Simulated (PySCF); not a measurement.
Ionisation energy of Gd²⁺ by level of theory

Gd²⁺ [Xe] 4f7 5d1 (9D) → Gd³⁺ [Xe] 4f7 (8S), as a difference of total energies. Calculation: PySCF 2.14, in x2c-TZVPPall; scalar relativity by spin-free X2C-1e. Correlated levels: valence: [Kr] 4d10 frozen; valence and next inner shell: [Ar] 3d10 frozen. The calculations carry no spin-orbit coupling.

```
                                method  ionisation energy (eV)
                                   UHF                  19.492
                                   LDA                  20.527
                                   PBE                  20.447
                                  PBE0                  20.402
                                r2SCAN                  20.444
                         MP2 (valence)                  20.223
                     SCS-MP2 (valence)                  20.010
    MP2 (valence and next inner shell)                  20.235
SCS-MP2 (valence and next inner shell)                  20.038
```

A first-order spin-orbit estimate (lowest level to lowest level, LS coupling) adds 0.182 eV.

Errors of the correlated levels include the incompleteness of this basis and the frozen core.

Question: Which method comes closest to the reference value, and which is furthest?

Answer: The reference is 20.54 ± 0.03 eV (semi-empirical (NIST evaluation); NIST Atomic Spectra Database, ionization energies). Closest: PBE0 (error 0.043 eV); furthest: UHF (error -0.867 eV), both after the spin-orbit estimate.
